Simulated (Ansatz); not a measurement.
Cartesian coordinates (Å):
```xyz
9

C     -1.5608    -0.2603     0.1284
Si     0.0613     0.2640    -0.6574
Si     1.9520     0.1862     0.3861
H     -1.3803    -0.9456     0.9567
H     -2.1877    -0.7698    -0.6066
H     -2.1158     0.6021     0.5017
H     -0.1155     1.3107    -1.6913
H      2.1698    -0.9141     1.3525
H      3.1769     0.5268    -0.3702
```
Charge 0, spin multiplicity 1.

Computed with frozen-core CCSD(T)/cc-pVQZ // B3LYP-D3(BJ)/def2-TZVP run with Ansatz (a quantum-chemistry and plane-wave program). The restricted HF reference is unstable towards unrestricted orbitals.

```
Quantity                        Value
----------------------  -------------
HF energy               -619.21044 Ha
MP2 correlation energy    -0.45044 Ha
```

Q: Estimate the CCSD correlation energy, the (T) correction, the total energy and the T1 diagnostic.

A: 
The CCSD correlation energy comes out as -0.49469 Ha. The (T) correction is -0.02312 Ha and the CCSD(T) total energy comes out as -619.72825 Ha. The T1 diagnostic is 0.016.
